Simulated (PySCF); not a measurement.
C7H7S (charge -1).
Bonds: C1–C2, C2–S3 (double), C2–C4, C4–C5 (aromatic), C5–C6 (aromatic), C6–C7 (aromatic), C7–C8 (aromatic), C4–C8 (aromatic). Hydrogens: H9, H10, H11 on C1; H12 on C5; H13 on C6; H14 on C7; H15 on C8.

Probes without a nucleus sit at each ring's centroid and 1 Å off its mean plane on both sides; NICS is minus the shielding there, NICSzz its component along the normal. Level: GIAO PBE0/pcSseg-1 (PySCF, non-relativistic, gas phase) on the GFN2-xTB geometry, one conformer.

Ring bond lengths (Å), with Mayer bond orders in brackets: C4–C5 1.431 (1.25), C5–C6 1.364 (1.58), C6–C7 1.424 (1.23), C7–C8 1.365 (1.57), C8–C4 1.434 (1.24).

Question: What do the NICS probes read (ppm)?

Answer: 
```csv
ring,type,NICS(0),"NICS(1), two faces","NICS(1)zz, two faces",rms pucker (Å),"centre to ring atoms, mean (Å)"
C4–C5–C6–C7–C8,5-membered carbocycle; formal bonds all aromatic,-6.8,-7.8 / -7.8,-17.4 / -17.4,0.00,1.19
```

Question: What can be read from them?

Answer: 
- C4–C5–C6–C7–C8: mean NICS(1)zz -17.4 ppm, shielded.

Question: How equal are the bonds by HOMA? HOMA = 1 − mean of α(R − Ropt)² over the ring bonds, with Krygowski's 1993 parameters (CC: Ropt 1.388 Å, α 257.7 Å⁻²).

Answer: 
- C4–C5–C6–C7–C8: HOMA 0.67 = 1 − EN − GEO, with mean bond length 1.403 Å, EN = α(Ropt − mean)² = 0.061 and GEO = α × variance = 0.265.

Question: What field does 14.1 T along the ring normal induce along that normal at the second NICS(1) probe listed for ring C4–C5–C6–C7–C8, 1 Å off the ring?

Answer: NICSzz × B0 = -17.4 ppm × 14.1 T = -245 μT, against the applied field.

Shape of the structure used: `[CH3:1][C:2](=[S:3])[c-:4]1[cH:5][cH:6][cH:7][cH:8]1`: C1–C2–C4–C5 180°.
